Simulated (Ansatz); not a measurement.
Geometry optimisation, RKS B3LYP/def2-SVP (Ansatz).

Input:

```yaml
crystal:
  periodic: [false, false, false]
  atoms:
    - { symbol: O, position_ang: [-1.9944, -0.8614, 0.2915] }
    - { symbol: C, position_ang: [-1.333, -0.27, -0.8183] }
    - { symbol: C, position_ang: [0.0827, -0.7625, -0.8149] }
    - { symbol: C, position_ang: [0.9511, -0.4767, 0.5006] }
    - { symbol: Si, position_ang: [1.2936, 1.2824, 0.8746] }
    - { symbol: H, position_ang: [-2.9568, -0.4727, 0.2184] }
    - { symbol: H, position_ang: [-1.354, 0.8262, -0.7573] }
    - { symbol: H, position_ang: [-1.7812, -0.5683, -1.7498] }
    - { symbol: H, position_ang: [0.6578, -0.3223, -1.6148] }
    - { symbol: H, position_ang: [0.1017, -1.8515, -0.918] }
    - { symbol: H, position_ang: [0.3157, -0.9146, 1.3707] }
    - { symbol: H, position_ang: [1.845, -1.0283, 0.4738] }
    - { symbol: H, position_ang: [0.0051, 2.1287, 0.9989] }
    - { symbol: H, position_ang: [2.0359, 1.3919, 2.176] }
    - { symbol: H, position_ang: [2.1092, 1.8483, -0.2021] }
basis:
  gaussian: { orbitals: def2-SVP }
hamiltonian:
  xc: b3lyp
relax:
  f_tol: 0.015
  max_steps: 40
output:
  orbitals: {}
```

Launched with:

```bash
$ ansatz run input.yaml --threads 2 --pin off --max-ram 3072MiB --backend cpu --events-out ev --progress --plain --runs-dir out
```

Where does it end, and by what steps?

It converged. The force dipped under the threshold on the way, but the program's further checks kept it going. After 8 steps the energy has fallen by 0.461 eV; H13 moved furthest, 0.12 Å.

```json
{"step": "0", "energy less start (eV)": "0.0000", "largest force component (eV/Å)": "4.128", "accepted": "yes"}
{"step": "1", "energy less start (eV)": "-0.3945", "largest force component (eV/Å)": "1.101", "accepted": "yes"}
{"step": "2", "energy less start (eV)": "-0.4528", "largest force component (eV/Å)": "0.485", "accepted": "yes"}
{"step": "3", "energy less start (eV)": "-0.4594", "largest force component (eV/Å)": "0.106", "accepted": "yes"}
{"step": "4", "energy less start (eV)": "-0.4603", "largest force component (eV/Å)": "0.044", "accepted": "yes"}
{"step": "5", "energy less start (eV)": "-0.4606", "largest force component (eV/Å)": "0.028", "accepted": "yes"}
{"step": "6", "energy less start (eV)": "-0.4610", "largest force component (eV/Å)": "0.013", "accepted": "yes"}
{"step": "7", "energy less start (eV)": "-0.4611", "largest force component (eV/Å)": "0.015", "accepted": "yes"}
{"step": "8", "energy less start (eV)": "-0.4612", "largest force component (eV/Å)": "0.010", "accepted": "yes"}
```

```xyz
15
Properties=species:S:1:pos:R:3
O -2.035 -0.883 0.234
C -1.317 -0.284 -0.828
C 0.118 -0.794 -0.791
C 0.865 -0.494 0.521
Si 1.281 1.319 0.891
H -2.917 -0.494 0.270
H -1.329 0.823 -0.746
H -1.764 -0.536 -1.811
H 0.659 -0.368 -1.655
H 0.090 -1.886 -0.949
H 0.278 -0.889 1.367
H 1.825 -1.040 0.532
H 0.060 2.156 1.099
H 2.109 1.399 2.131
H 2.057 1.921 -0.237
```

Run time: 43 s on 2 threads of Intel(R) Xeon(R) Platinum 8259CL CPU @ 2.50GHz (Skylake/Cascade Lake), with other jobs on the host, peak memory 0.32 GiB.
